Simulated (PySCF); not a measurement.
C4H9FO, SMILES COC[C@H](C)F.

The structure is a stationary point at PBE-D3(BJ)/def2-SVP. Other conformers were not sampled.

Two levels are set side by side: TDDFT-PBE/def2-SVPD (PySCF) and TDDFT-ωB97X/def2-SVPD (PySCF). Vertical, same geometry. The lowest singlet is HOMO→LUMO 100 % with PBE and HOMO→LUMO 78 % with the other functional; states are paired by order. Differences are taken from unrounded values.

| quantity | TDDFT-ωB97X |
|---|---|
| lowest singlet excitation (eV) | 7.71 |
| lowest triplet excitation (TDA) (eV) | 7.60 |

**Question.** What does TDDFT-PBE give, and how far is it from TDDFT-ωB97X? (Estimate from the structure and the level; the computed values follow.)

**Answer.** 
```json
[
 {"quantity": "lowest singlet excitation (eV)", "TDDFT-PBE": "6.04", "TDDFT-PBE minus TDDFT-ωB97X": "-1.66"},
 {"quantity": "lowest triplet excitation (TDA) (eV)", "TDDFT-PBE": "5.91", "TDDFT-PBE minus TDDFT-ωB97X": "-1.69"}
]
```

A lower first singlet is the usual sign of a functional without exact exchange. Differences between two approximate levels are no errors against the true value.

Rough cost on one machine, each run with all the roots and properties that it gave: TDDFT-ωB97X against TDDFT-PBE about 10 times.
